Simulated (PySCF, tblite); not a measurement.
A set of runs on `CC(C)O[BH2-][PH3+]`; the geometry of each is named by its level. Settings lines and outputs come from a driver script.

C3H12BOP.
SMILES with atom numbers: `[CH3:1][CH:2]([CH3:3])[O:4][BH2-:5][PH3+:6]` (hydrogens: H7, H8, H9 on C1; H10 on C2; H11, H12, H13 on C3; H14, H15 on B5; H16, H17, H18 on P6)

Step 1: GFN2-xTB geometry optimisation, gas phase (tblite 0.8.0) (from a force-field or distance-geometry start)
```json
{"job": {"kind": "relax", "xc": "GFN2-xTB", "basis": "xTB"}, "charge": 0, "multiplicity": 1}
```
```
step      E/eV     max force
  0    -553.79019    1.102
  1    -553.92818    0.904
  2    -554.07926    0.860
...
102    -554.60897    0.023
103    -554.60903    0.019
104    -554.60908    0.015
105    -554.60911    0.011
106    -554.60913    0.008
```

Energy lowered by 18.9 kcal/mol over 106 steps; largest atomic force 0.008 eV/Å at the end. «max force» is the largest atomic force in eV/Å.

On one thread of an Arm Neoverse N1, shared host with 64 logical CPUs at a one-minute load of 59, this took 1.0 s.

Step 2: GFN2-xTB harmonic vibrations, gas phase (tblite 0.8.0) (on the GFN2-xTB geometry)
```json
{"job": {"kind": "ir", "xc": "GFN2-xTB", "basis": "xTB"}, "charge": 0, "multiplicity": 1}
```
```
(table of modes left out)
```

48 modes from 9 to 3048 cm⁻¹ (unscaled, harmonic); zero-point energy 91.0 kcal/mol; all wavenumbers are real at this level.

The run took 0.84 s wall on one thread, Arm Neoverse N1 (aarch64) (shared host).

Step 3: TDDFT CAM-B3LYP/def2-SVPD, vertical, gas phase, core orbitals frozen in the response (PySCF 2.14.0, density-fitted response routines) (on the GFN2-xTB geometry)
```json
{"job": {"kind": "uv", "xc": "CAM-B3LYP", "basis": "def2-SVPD", "nstates": 8, "ntriplets": 3}, "charge": 0, "multiplicity": 1}
```
```
...
Static polarisability (au): isotropic 84.926, principal 75.657 80.035 99.087
Singlet excitations
state   eV       nm        f      main configurations
  1   6.4825    191.3   0.00301   H->L 0.91
  2   6.6935    185.2   0.06912   H->L+1 0.85
  3   6.8994    179.7   0.00779   H->L+2 0.80, H->L+3 0.14
  4   7.3735    168.1   0.01312   H->L+3 0.52, H->L+4 0.18
  5   7.5027    165.3   0.00495   H-1->L 0.84
  6   7.7492    160.0   0.10231   H-1->L+1 0.68, H-1->L+2 0.14
  7   7.8060    158.8   0.04309   H->L+4 0.42, H->L+3 0.17
  8   7.8977    157.0   0.09172   H-1->L+2 0.50, H->L+5 0.14, H-1->L+1 0.10
Triplet excitations (Tamm-Dancoff, eV): 6.2981 6.4098 6.6146
```

HOMO -8.30 eV, LUMO 0.99 eV; lowest singlet 6.48 eV; lowest triplet 6.30 eV (Tamm–Dancoff); mean polarisability 84.9 au.

Time: 87 s wall (with the writing of density and orbital grids); peak memory 1.1 GiB. Hardware: an Arm Neoverse N1 with one thread, no GPU, shared host.

Geometry of the electronic-property runs (GFN2-xTB):
```
atom  x, y, z in Å
C1    -1.4242    0.1919   -1.0486
C2    -0.8461   -0.6406    0.0991
C3    -1.6631   -0.4380    1.3753
O4     0.4892   -0.2996    0.3830
B5     1.6407   -0.6622   -0.4905
P6     2.2584    0.9980    0.3049
H7    -2.4457   -0.1162   -1.2560
H8    -1.4208    1.2474   -0.7822
H9    -0.8286    0.0571   -1.9474
H10   -0.8751   -1.7041   -0.1861
H11   -1.6537    0.6130    1.6566
H12   -1.2310   -1.0171    2.1876
H13   -2.6911   -0.7543    1.2208
H14    2.2735   -1.6003   -0.1345
H15    1.4897   -0.5572   -1.6632
H16    1.3979    2.0268    0.0195
H17    2.0676    0.9150    1.6600
H18    3.4536    1.7466    0.3433
```

 (This holds for the electronic-property runs.)

One conformer stands for the species.
